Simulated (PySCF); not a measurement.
**A small calculation by hand: oscillator strength and radiative lifetime**

Zn(Et)(NH2) (C2H7NZn), SMILES C[CH2][Zn][NH2].

Geometry optimised at B3LYP-D3(BJ)/def2-SVP. The structure was generated by enumeration; whether it is a known compound was not checked. Other conformers were not sampled.

PySCF with TDA-PBE/def2-SVPD puts the first singlet state with f over 0.02 at 4.70 eV (vertical), with the transition dipole (-0.312, 0.349, -0.279) in atomic units.

Question: Find the oscillator strength, the wavelength and the radiative lifetime that this transition would have in vacuum if emission retraced absorption.

Answer: 
|μ|² = 0.2970 au, so |μ| = 1.39 D. ΔE = 4.70/27.211 = 0.1727 hartree. f = (2/3) ΔE |μ|² = 0.034 (the program prints 0.034).
λ = 1239.84/4.70 = 264 nm; ν = 37908 cm⁻¹.
Einstein's coefficient A = 0.6670 ν² f s⁻¹ (ν in cm⁻¹) = 3.3e7 s⁻¹, so τ = 1/A = 31 ns. This state is S2; the lower singlet has f = 0.017. The figure is the radiative limit of this one transition; relaxation, internal conversion, crossing to triplets and a medium change what is measured.
